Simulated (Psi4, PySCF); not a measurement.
Intermolecular potential of C3H10Si ··· H2S (SMILES C[SiH](C)C and S). Monomers: optimised at B3LYP-D3(BJ) (def2-SVP and def2-TZVP), held rigid. Orientation: lowest of the rigid-body minima from ten starts at GFN2-xTB. The monomers approach along the line of their centres of mass (distance R); nothing else relaxes.

Geometry at R = 4.25 Å (first 14 atoms: monomer A):
```
17

Si     0.0565     0.2164     0.4465
C     -0.9180     1.3803    -0.6760
C      1.7629    -0.1170    -0.2892
C     -0.8822    -1.4064     0.6701
H      0.2258     0.8656     1.7860
H     -1.0631     0.9307    -1.6726
H     -1.9137     1.5994    -0.2570
H     -0.3911     2.3388    -0.8121
H      2.3537    -0.7856     0.3579
H      1.6744    -0.5968    -1.2784
H      2.3325     0.8178    -0.4178
H     -1.0245    -1.9115    -0.3000
H     -1.8780    -1.2349     1.1101
H     -0.3351    -2.0968     1.3325
S     -3.1363     1.2787     2.7560
H     -2.2118     0.4439     3.2570
H     -2.2070     2.1525     2.3372
```

- RMP2/3-21G = PySCF with restricted MP2 (frozen core)/3-21G, no counterpoise correction
- SCS-MP2/aug-cc-pVDZ = DF-SCS-MP2/aug-cc-pVDZ, frozen core, counterpoise-corrected (Psi4)
- HF/aug-cc-pVDZ, counterpoise-corrected (Psi4)
- RKS-B3LYP/6-31G* = restricted B3LYP/6-31G*, spherical d, no counterpoise correction (PySCF)
- MP2/aug-cc-pVDZ = DF-MP2/aug-cc-pVDZ, frozen core, counterpoise-corrected run with Psi4

Interaction energies in kcal/mol (negative: bound); R is the distance of the centres of mass, d the H7···H17 distance.

```csv
R / Å,d / Å,RMP2/3-21G,SCS-MP2/aug-cc-pVDZ,HF/aug-cc-pVDZ,RKS-B3LYP/6-31G*,MP2/aug-cc-pVDZ
3.84,2.38,-0.12,1.61,5.11,2.63,0.52
4.08,2.54,-1.62,-0.22,2.33,0.66,-1.03
4.25,2.67,-1.94,-0.80,1.24,0.01,-1.45
4.45,2.82,-1.93,-1.07,0.50,-0.35,-1.57
4.63,2.96,-1.74,-1.11,0.13,-0.46,-1.50
4.98,3.25,-1.25,-0.95,-0.16,-0.45,-1.20
5.26,3.49,-0.90,-0.76,-0.21,-0.38,-0.94
5.78,3.94,-0.46,-0.48,-0.19,-0.25,-0.58
6.47,4.57,-0.21,-0.26,-0.12,-0.14,-0.30
7.48,5.51,-0.10,-0.12,-0.06,-0.08,-0.13
8.75,6.73,-0.05,-0.05,-0.03,-0.04,-0.06
```

Lowest grid point: RMP2/3-21G -1.94 kcal/mol at R = 4.25 Å; SCS-MP2/aug-cc-pVDZ -1.11 kcal/mol at R = 4.63 Å; HF/aug-cc-pVDZ -0.21 kcal/mol at R = 5.26 Å; RKS-B3LYP/6-31G* -0.46 kcal/mol at R = 4.63 Å; MP2/aug-cc-pVDZ -1.57 kcal/mol at R = 4.45 Å.
